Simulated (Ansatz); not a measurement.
CH₈N₂Si (`CN[SiH2]N`), charge 0, multiplicity 1.

Give a relaxed structure at PBE0-D4/def2-TZVP (Ansatz). (Best estimate.)

The calculation gave: 
Cartesian coordinates in Å:
```
C -0.105 1.738 -0.840
N -0.347 0.683 0.117
Si 0.545 -0.771 0.236
N -0.467 -1.963 0.932
H -1.043 2.184 -1.185
H 0.398 1.323 -1.717
H 0.529 2.545 -0.451
H -0.876 0.975 0.924
H 1.743 -0.773 1.130
H 1.025 -1.003 -1.159
H -0.078 -2.682 1.519
H -1.323 -2.255 0.492
```
This is one stationary point; other conformers may exist.
